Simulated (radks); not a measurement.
Isoelectronic series with 2 electrons, all held in the configuration [He], which need not be the ground one along the series. Method: non-relativistic Kohn-Sham, r2SCAN, spin-polarised, spherical densities, point nucleus; meta-GGA in the generalised Kohn-Sham scheme; computed with a radial shooting solver on a logarithmic mesh with Libxc functionals. Total energies (hartree) and mean radii <r> (bohr):

[
 {"ion": "He", "E (hartree)": "-2.90496", "1s": "0.9359"},
 {"ion": "Li+", "E (hartree)": "-7.28162", "1s": "0.5752"},
 {"ion": "Be2+", "E (hartree)": "-13.65755", "1s": "0.4155"},
 {"ion": "B3+", "E (hartree)": "-22.03316", "1s": "0.3253"},
 {"ion": "C4+", "E (hartree)": "-32.40858", "1s": "0.2673"},
 {"ion": "N5+", "E (hartree)": "-44.78390", "1s": "0.2269"},
 {"ion": "O6+", "E (hartree)": "-59.15915", "1s": "0.1970"},
 {"ion": "F7+", "E (hartree)": "-75.53435", "1s": "0.1742"},
 {"ion": "Ne8+", "E (hartree)": "-93.90951", "1s": "0.1560"},
 {"ion": "Mg10+", "E (hartree)": "-136.65977", "1s": "0.1292"},
 {"ion": "Al11+", "E (hartree)": "-161.03487", "1s": "0.1189"},
 {"ion": "Si12+", "E (hartree)": "-187.40996", "1s": "0.1102"},
 {"ion": "P13+", "E (hartree)": "-215.78503", "1s": "0.1026"},
 {"ion": "S14+", "E (hartree)": "-246.16010", "1s": "0.09607"},
 {"ion": "Cl15+", "E (hartree)": "-278.53517", "1s": "0.09029"},
 {"ion": "Ar16+", "E (hartree)": "-312.91022", "1s": "0.08516"},
 {"ion": "K17+", "E (hartree)": "-349.28527", "1s": "0.08058"},
 {"ion": "Ca18+", "E (hartree)": "-387.66032", "1s": "0.07648"},
 {"ion": "Sc19+", "E (hartree)": "-428.03536", "1s": "0.07277"},
 {"ion": "Ti20+", "E (hartree)": "-470.41040", "1s": "0.06940"},
 {"ion": "V21+", "E (hartree)": "-514.78544", "1s": "0.06633"}
]
